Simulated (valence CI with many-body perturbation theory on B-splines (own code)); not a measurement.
Pb I: electric-dipole lines

Computed by relativistic CI+MBPT: four valence electrons over a frozen Dirac-Fock core [Xe] 4f14 5d10, radial functions for each j: 11 s, 11 p, 10 d, 8 f, 5 g, 2 h, with the one-electron correlation potential Σ1 (screened to all orders), the two-electron term Σ2, the three-electron term Σ3, Breit, model QED; selected single and double excitations, second order for the rest, scaled by the run's own slope (own B-spline code, finite nucleus).

Against 21 measured levels this calculation errs by 188 cm⁻¹ on average and by 486 at most. These come from a selection out of the NIST Handbook of Basic Atomic Spectroscopic Data. Levels without a partner in it may be off by more. Among the levels kept, up to 270 cm⁻¹ of a level comes from second order outside the variational space, and about a tenth of that is noise between levels of different J, which matters for small intervals.

Lines 101 to 150 of 341 in falling wavelength, among levels below 7.085 eV, chosen from the strongest by gf and those to the six lowest levels. Wavelengths and rates use the calculated energies, so an error of 200 cm⁻¹ moves a line at 24170 Å by 4.8 % and its rate by three times that or more. Electric multipoles are in the length gauge, E1 and E2 with the static RPA response of the core. Weak lines are less certain than strong ones. Lines between different terms over intervals too small for the method are left out, as are lines whose strength nearly cancels and 4 of this kind that miss the measured wavelength by over 7 %. Where a level lies close to another of its J and parity, the split of strength between their lines is uncertain. The highest levels of a list are the least certain.

Levels are named by their leading jj configuration (3d3/2^4 stands for four electrons in 3d with j = 3/2), which in mixed levels can hold well under half, so a name can repeat and another be missing.

```
λ vac (Å)  λ from measured levels                    Upper                   Lower   A (s⁻¹)  S (a.u.)
    25140                          (6s^2 6p1/2 10p3/2) J=2  (6s^2 6p1/2 7d5/2) J=3  1.11e+05  4.36e+00
    25050                             (6s^2 6p1/2 10s) J=1  (6s^2 6p1/2 8p1/2) J=0  8.23e+04  1.91e+00
    24490                          (6s^2 6p1/2 10p3/2) J=1  (6s^2 6p1/2 7d5/2) J=2  9.01e+04  1.96e+00
    24300                           (6s^2 6p1/2 7f5/2) J=2  (6s^2 6p1/2 7d3/2) J=1  9.54e+05  3.38e+01
    24240                           (5f7/2 6s^2 6p1/2) J=3     (6s^2 6p3/2 7s) J=2  9.36e+04  4.61e+00
    24170                   23330      (6s^2 6p1/2 8s) J=1  (6s^2 6p1/2 7p1/2) J=0  1.00e+06  2.09e+01
    24090                          (6s^2 6p1/2 10p1/2) J=1  (6s^2 6p1/2 7d3/2) J=2  1.39e+05  2.89e+00
    23790                           (6s^2 6p1/2 7f7/2) J=3  (6s^2 6p1/2 7d5/2) J=3  8.31e+04  3.86e+00
    23770                           (6s^2 6p1/2 7f7/2) J=4  (6s^2 6p1/2 7d5/2) J=3  1.23e+06  7.34e+01
    23730                           (6s^2 6p1/2 7f5/2) J=3  (6s^2 6p1/2 7d5/2) J=3  5.26e+04  2.43e+00
    23150                           (6s^2 6p1/2 7f7/2) J=3  (6s^2 6p1/2 7d5/2) J=2  9.80e+05  4.20e+01
    23100                           (6s^2 6p1/2 7f5/2) J=3  (6s^2 6p1/2 7d5/2) J=2  1.75e+05  7.46e+00
    23040                           (6s^2 6p1/2 7f5/2) J=2  (6s^2 6p1/2 7d5/2) J=2  4.66e+04  1.41e+00
    22410                             (6s^2 6p1/2 10s) J=0  (6s^2 6p1/2 8p1/2) J=1  4.35e+05  2.42e+00
    22300                             (6s^2 6p1/2 10s) J=1  (6s^2 6p1/2 8p1/2) J=1  3.33e+05  5.46e+00
    22080                           (6s^2 6p1/2 7f7/2) J=3  (6s^2 6p1/2 7d3/2) J=2  1.18e+05  4.41e+00
    22030                           (6s^2 6p1/2 7f5/2) J=3  (6s^2 6p1/2 7d3/2) J=2  9.51e+05  3.51e+01
    21980                           (6s^2 6p1/2 7f5/2) J=2  (6s^2 6p1/2 7d3/2) J=2  1.36e+05  3.57e+00
    21510                           (6s^2 6p1/2 9d3/2) J=2  (6s^2 6p1/2 8p3/2) J=2  2.33e+05  5.72e+00
    21310                           (6s^2 6p1/2 9d3/2) J=2  (6s^2 6p1/2 8p3/2) J=1  9.04e+04  2.16e+00
    21220                           (6s^2 6p1/2 9d5/2) J=3  (6s^2 6p1/2 8p3/2) J=2  8.55e+05  2.82e+01
    21190                           (6s^2 6p1/2 9d5/2) J=2  (6s^2 6p1/2 8p3/2) J=1  7.62e+05  1.79e+01
    21030                           (6s^2 6p1/2 9d3/2) J=1  (6s^2 6p1/2 8p3/2) J=1  1.11e+05  1.53e+00
    21030                          (6s^2 6p1/2 11p3/2) J=1  (6s^2 6p1/2 7d3/2) J=1  5.64e+04  7.77e-01
    20980                          (6s^2 6p1/2 11p1/2) J=0  (6s^2 6p1/2 7d3/2) J=1  1.76e+05  8.03e-01
    20530                           (6s^2 6p1/2 9d3/2) J=1  (6s^2 6p1/2 8p1/2) J=0  4.71e+05  6.03e+00
    20280                           (6s^2 6p1/2 8p1/2) J=1  (6s^2 6p1/2 6d3/2) J=1  1.99e+05  2.46e+00
    19720                             (6s^2 6p1/2 11s) J=1  (6s^2 6p1/2 8p3/2) J=2  1.92e+05  2.18e+00
    19610                             (6s^2 6p1/2 11s) J=0  (6s^2 6p1/2 8p3/2) J=1  2.41e+05  8.95e-01
    18860                           (6s^2 6p1/2 9d3/2) J=2  (6s^2 6p1/2 8p1/2) J=1  4.55e+05  7.54e+00
    18770                           (6s^2 6p1/2 9d5/2) J=2  (6s^2 6p1/2 8p1/2) J=1  1.04e+05  1.69e+00
    18650                           (6s^2 6p1/2 9d3/2) J=1  (6s^2 6p1/2 8p1/2) J=1  1.28e+05  1.23e+00
    18610                   19850      (6s^2 6p3/2 7s) J=1  (6s^2 6p1/2 7p1/2) J=0  4.21e+05  4.02e+00
    18590                           (6s^2 6p1/2 8p3/2) J=2  (6s^2 6p1/2 6d5/2) J=3  8.89e+05  1.41e+01
    18440                           (6s^2 6p1/2 8p1/2) J=0  (6s^2 6p1/2 6d3/2) J=1  1.21e+06  3.76e+00
    17800                           (6s^2 6p1/2 8p3/2) J=1  (6s^2 6p1/2 6d5/2) J=2  8.97e+05  7.50e+00
    17800                           (6s^2 6p1/2 8p1/2) J=1  (6s^2 6p1/2 6d3/2) J=2  1.19e+06  9.90e+00
    17800                              (6s^2 6p1/2 8s) J=0  (6s^2 6p1/2 7p1/2) J=1  4.34e+06  1.21e+01
    17790                   17180      (6s^2 6p1/2 7s) J=1      (6s^2 6p3/2^2) J=0  6.62e+03  5.51e-02
    17690                   17340      (6s^2 6p1/2 8s) J=1  (6s^2 6p1/2 7p1/2) J=1  2.85e+06  2.33e+01
    17670                           (6s^2 6p1/2 8p3/2) J=2  (6s^2 6p1/2 6d5/2) J=2  5.84e+04  7.94e-01
    17520                             (6s^2 6p1/2 11s) J=0  (6s^2 6p1/2 8p1/2) J=1  2.44e+05  6.48e-01
    17470                             (6s^2 6p1/2 11s) J=1  (6s^2 6p1/2 8p1/2) J=1  1.82e+05  1.44e+00
    16910                           (6s^2 6p1/2 9p1/2) J=1     (6s^2 6p1/2 8s) J=1  1.30e+05  9.34e-01
    16330                           (6s^2 6p1/2 9p1/2) J=0     (6s^2 6p1/2 8s) J=1  7.17e+05  1.54e+00
    16150                           (6s^2 6p1/2 9p3/2) J=1     (6s^2 6p1/2 8s) J=1  2.26e+05  1.41e+00
    16100                           (6s^2 6p1/2 9p3/2) J=2     (6s^2 6p1/2 8s) J=1  9.08e+05  9.36e+00
    16060                           (6s^2 6p1/2 9p3/2) J=1     (6s^2 6p1/2 8s) J=0  6.04e+05  3.71e+00
    15950                           (6s^2 6p1/2 8p3/2) J=2  (6s^2 6p1/2 6d3/2) J=2  8.52e+04  8.52e-01
    15550                           (5f7/2 6s^2 6p1/2) J=3  (6s^2 6p1/2 6d5/2) J=3  1.17e+06  1.52e+01
```
